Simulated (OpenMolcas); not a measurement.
**Lines of Ir+: computed and rescaled rates**

```
Program             : OpenMolcas
Method              : MS-CASPT2, IPEA 0.25 Eh, imaginary shift 0.1 Eh (closed shells correlated: 5s 5p)
Basis               : ANO-RCC-VTZP [8s7p5d3f1g]
Scalar Hamiltonian  : DKH2, point nucleus
Active space        : 8 electrons in 6 orbitals (5d 6s)
State averaging     : 2S+1 = 5 even, 15 roots; 2S+1 = 3 even, 75 roots; 2S+1 = 1 even, 49 roots
Spin-orbit coupling : state interaction with AMFI integrals over the reference wave functions, term energies averaged over their components
```

Rates come from the transition moments of the reference wave functions (E1 and E2 in the length form). At fixed line strength A goes as λ^-3 for E1 and M1 and as λ^-5 for E2, so a rate at the computed wavelength can be rescaled to the measured one. Measured vacuum wavelengths follow from level energies in NIST Handbook of Basic Atomic Spectroscopic Data. Branching counts decays inside the model space alone, at computed energies, and the table is only a selection of the M1 lines, drawn from those between levels with measured partners whose computed energy lies within a factor of 1.5 of the measured one.

```
             Upper              Lower  Type  λ computed (nm)  λ measured (nm)  A computed (s-1)  A rescaled (s-1)  Branching %
 5d⁷ 6s ³G₅ [68 %]         5d⁷ 6s ⁵F₅    M1            554.6            572.2          1.97e+01                           92.9
           5d⁸ ³F₃            5d⁸ ³F₄    M1             1238             1305          1.30e+01          1.11e+01         97.2
5d⁶ 6s² ⁵D₄ [64 %]            5d⁸ ³F₄    M1            753.2              669          3.93e+00                           68.5
        5d⁷ 6s ⁵F₃  5d⁷ 6s ⁵F₄ [71 %]    M1             2482             2942          3.44e+00          2.07e+00         91.6
 5d⁷ 6s ⁵F₄ [71 %]         5d⁷ 6s ⁵F₅    M1             2061             2089          3.38e+00          3.25e+00        100.0
        5d⁷ 6s ⁵P₃  5d⁷ 6s ⁵F₄ [71 %]    M1             1073             1262          2.24e+00                           64.6
```

Spin-changing lines and M1 lines between different terms are not rescaled, since their strength hangs on the term gaps too.

The largest correction is for 5d⁷ 6s ⁵F₃ → 5d⁷ 6s ⁵F₄ [71 %] (M1): 3.44e+00 × (2482 / 2942)^3 = 2.07e+00 s-1, a factor of 0.60.

The computed rate and branching of 5d⁷ 6s ⁵F₄ [71 %] → 5d⁷ 6s ⁵F₅ give the upper level a radiative lifetime of 1.000 / 3.38e+00 s-1 = 2.96e-01 s, counting decays inside the model space alone. The rescaled rate gives about 3.1e-01 s.

These are rates of the free ion; in crystals, glasses and complexes forced electric-dipole and non-radiative decay shorten such lifetimes by orders of magnitude. No measured rate stands beside these. Rescaling mends the energy factor alone: line strengths can still be far off where a level mixes with configurations outside the active space, and weak or spin-changing lines hang on small mixing coefficients that depend on the term gaps too, so rescaling need not improve them.

CASPT2 breaks the degeneracy within a term, and the mean is taken; among the terms shown or strongly mixed into the levels shown the widest spread is 1100 cm-1 (5d⁷ 6s ¹G(1)). Blocks of more than 70 roots (2S+1 = 3 even) ran without multistate coupling. Some levels mix across a computed gap that differs much from the measured one, so their mixing is not that of the real levels. Configurations are named by rounded mean occupations; where the s occupation lies near a half they are strongly mixed, a name can repeat and a true partner stay unpaired. A single d shell beside an s shell can misplace configurations of different d count against each other. The CASPT2 spread within a term exceeds the gap to the next term for 5d⁷ 6s ³F(1) and 5d⁷ 6s ¹G(1), so the order of their levels is uncertain, and so are names and mixing where such terms share a J. Measured partners are found by configuration, term and J. A level has none where our copy of the source lacks it or the pairing is in doubt (some pairs that miss far off the trend of their configuration count as doubtful). Levels of configurations outside the active space are missing.

A share in square brackets marks a mixed level and gives the weight of the term that names it. A number in round brackets counts repeated terms of one configuration in the order of the reference energies.
